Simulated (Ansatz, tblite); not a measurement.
Removing and adding an electron: the cluster Al₅N₅ (the lowest singlet isomer of a short search). Charge 0, multiplicity 1. Geometry: B3LYP-D4/def2-SVP. Ansatz, gas phase; energy differences of separate SCF runs; the oxidised species was run as a doublet alone; the reduced species was run as a doublet alone.

```xyz
10

Al   -1.858    1.021    1.255
Al    1.268   -2.085   -0.339
Al   -0.195    2.352   -0.707
Al   -0.953   -1.721    1.483
Al    1.738    0.433   -1.692
N     1.129    2.037   -1.754
N     2.198   -1.209   -1.486
N    -2.056   -0.511    2.003
N     0.230   -2.784    0.836
N    -1.502    2.467    0.400
```

The xTB rows come from tblite. HSE06 is defined as in plane-wave codes, on full-range PBE exchange. Correlated methods freeze 30 core orbitals. The rows differ in basis, and correlated rows in double-zeta sets carry the largest basis error. In CCSD on the charge 1 doublet the largest single amplitude is 0.29, so its Hartree–Fock determinant may place the open shell otherwise than the density functionals do. HOMO above LUMO, or a gap near zero within one spin, warns that the state may not be the lowest or that an electron is smeared out. The structure comes from a short search, and lower isomers may exist.

```csv
level,−HOMO (eV),vertical IE (eV),−LUMO (eV),vertical EA (eV),HOMO–LUMO gap (eV),IE − EA (eV),remarks
GFN1-xTB,10.27,12.54,7.82,5.61,2.45,6.93,–
GFN2-xTB,10.22,12.74,8.70,6.27,1.53,6.47,–
PBE-D4/def2-SVP,5.81,–,3.62,1.83,2.18,–,–
PBE0-D4/def2-SVP,7.00,–,2.91,1.64,4.09,–,–
PBE0-D4/def2-TZVP,7.10,8.58,3.00,–,4.10,–,–
HSE06-D4/def2-TZVP,6.70,8.53,3.35,–,3.35,–,gap within one spin near zero (+1 doublet)
CCSD/def2-SVP,–,8.57,–,–,–,–,"large T1 (0.025) (singlet), large T1 (0.049) (+1 doublet)"
CCSD(T)/def2-SVP,–,8.53,–,–,–,–,"large T1 (0.025) (singlet), large T1 (0.049) (+1 doublet)"
```

Run but left out: HF/def2-SVP, MP2/def2-SVP (charge +1 doublet: a determinant that CCSD turns far, T1 0.049); PBE-D4/def2-TZVP (charge +1 doublet: an occupied level 0.25 eV above an empty one).   Raw xTB energy differences between charge states are shifted by several eV; the methods need an empirical correction for them. Sets without diffuse functions give affinities that are too small.
